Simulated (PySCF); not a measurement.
Species: C5H9NOSi2.
Numbering: `[N:1]#[C:2][C:3]1=[C:4]([CH2:5][CH2:6][OH:7])[SiH2:8][SiH2:9]1`

Probes without a nucleus sit at each ring's centroid and 1 Å off its mean plane on both sides; NICS is minus the shielding there, NICSzz its component along the normal. Level: GIAO PBE0/pcSseg-1 (PySCF, non-relativistic, gas phase) on the GFN2-xTB geometry, one conformer.

Ring bond lengths (Å), with Mayer bond orders in brackets: C3–C4 1.351 (1.80), C4–Si8 1.908 (0.83), Si8–Si9 2.353 (0.89), Si9–C3 1.922 (0.80).

Question: Give the NICS values of each ring in ppm.

Answer: 
| ring | type | NICS(0) | NICS(1), two faces | NICS(1)zz, two faces | rms pucker (Å) | centre to ring atoms, mean (Å) |
| --- | --- | --- | --- | --- | --- | --- |
| C3–C4–Si8–Si9 | 4-membered ring with 2 Si; formal bonds 1 double, 3 single | 0.0 | -2.9 / -2.8 | 3.9 / 4.1 | 0.00 | 1.32 |

Question: What do they say, and how far can they be read as aromaticity?

Answer: 
- C3–C4–Si8–Si9: mean NICS(1)zz 4.0 ppm, deshielded. Si8, Si9 have four or more neighbours; no verdict on aromaticity is drawn.

Question: At the first NICS(1) probe listed for ring C3–C4–Si8–Si9, 1 Å off the ring, how large is the induced field along the normal in 1 T applied along it?

Answer: NICSzz × B0 = 3.9 ppm × 1 T = 4 μT, along the applied field.

Question: List the ring angles and the Hirshfeld charges of the ring atoms.

Answer: 
- C3–C4–Si8–Si9: C3 104.7° (-0.085 e), C4 105.6° (-0.053 e), Si8 74.9° (+0.235 e), Si9 74.8° (+0.236 e); sum 360.0° against 360° for a flat convex ring.

Shape of the structure used: `[N:1]#[C:2][C:3]1=[C:4]([CH2:5][CH2:6][OH:7])[SiH2:8][SiH2:9]1`: C3–C4–C5–C6 151°, C4–C5–C6–O7 52°, H–O7–C6–C5 63°.
